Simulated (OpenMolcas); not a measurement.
Re3+ (d4) among equal point charges was computed by CASSCF with the d shell active (OpenMolcas, ANO-RCC-VDZP on the metal). Its lowest spin-free states, and all those of the highest spin:

```
2S+1  Degeneracy  E (cm-1)
   5           2       0.0
   5           2      6960
   3           1      7874
   5           1      9130
   3           2     14299
   3           2     14655
   1           2     14872
   3           1     15091
   3           2     15392
   3           1     15587
   1           1     17467
   3           2     17574
```

Problem. Is the site octahedral, tetrahedral or cube-like, axial, or of lower symmetry?

Solution. The states with 2S+1 = 5 have orbital degeneracies 2, 2, 1. There are pairs but no triples, so the site is axial: not cubic, but with a proper or improper axis of order three or more. The run had Re3+ among 6 point charges of -1.7 e arranged as a trigonal prism (D3h), 2.02 Å from the ion, with a polar angle of 55.0° against the regular 49.1°.

Spin-orbit coupling mixes the spin-free states strongly: the lowest level takes only 55 % from its leading state, 5E. An orbital doublet at a regular site is open to a Jahn-Teller distortion, which this geometry leaves out. Without dynamic correlation the repulsion within the d shell is too large (B by tens of per cent), so at a given field states of lower spin stand too high. This shell can be high or low spin here, a state of another spin lies low, and with metal d orbitals alone active their balance is uncertain, so the ground spin may be wrong. Point charges give a weaker field than real ligands, and real ions of this kind are as a rule low spin; the high spin found here belongs to the model. This is an electrostatic model: the charges have no orbitals. No measured value stands beside these numbers.
